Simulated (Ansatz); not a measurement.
Basis-set extrapolation for C3H5FSi, SMILES `FC1C=C1[SiH3]` (PBE0-D4/def2-TZVP geometry, frozen core, Ansatz). Multiplicity 1, RHF reference.

```json
{"": "HF", "def2-TZVPP": "-504.893894", "def2-QZVPP": "-504.912268"}
{"": "MP2 correlation", "def2-TZVPP": "-0.843240", "def2-QZVPP": "-0.907100"}
{"": "CCSD(T) correlation", "def2-TZVPP": "-0.914514", "def2-QZVPP": "not run"}
```

Energies in hartree. Use E(X) = E(∞) + A·exp(−7.88·√X) for Hartree–Fock and E(X) = E(∞) + B·X^(−2.97) for correlation, with X = 3 and 4, and add CCSD(T) minus MP2 of the smaller set to the MP2 limit.

Task: What is the CCSD(T) energy at the basis-set limit?

Result: HF limit: -504.912268 + (-0.018374) × 0.13774 = -504.91480. MP2 limit: -0.907100 + (-0.063860) × 0.74074 = -0.95440. Higher-order term: -0.914514 − (-0.843240) = -0.07127. Total: -505.94047 hartree, 82.9 kcal/mol below CCSD(T)/def2-TZVPP.
